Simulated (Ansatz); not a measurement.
Cu4Ag⁺. The state is a singlet with charge 1. Geometry PBE-D4/def2-SVP; atoms count from 1.

```xyz
5

Ag   -0.148   -0.224   -0.988
Cu   -1.840    1.676   -0.775
Cu   -0.977    0.766    1.170
Cu    1.323   -0.249    1.053
Cu    1.642   -1.969   -0.461
```

In the def2 sets Ag takes a core potential; there is no spin–orbit coupling. Another isomer (singlet) lies 0.25 eV lower at PBE0-D4/def2-TZVP; other spin states weren't run for this one.

Question: Estimate the Mulliken populations from the PBE0/def2-TZVP orbitals of Ansatz.

Answer: 
| atom | charge (e) | d electrons |
| --- | --- | --- |
| Ag1 | 0.19 | 9.83 |
| Cu2 | 0.21 | 9.92 |
| Cu3 | 0.20 | 9.90 |
| Cu4 | 0.19 | 9.90 |
| Cu5 | 0.21 | 9.92 |
Mulliken values depend strongly on the basis.

Question: And the Mayer bond orders between heavy atoms (over 0.3)?

Answer: Ag1–Cu2 0.40 (2.55 Å); Ag1–Cu3 0.44 (2.51 Å); Ag1–Cu4 0.44 (2.52 Å); Ag1–Cu5 0.40 (2.55 Å); Cu2–Cu3 0.63 (2.31 Å); Cu4–Cu5 0.63 (2.31 Å).
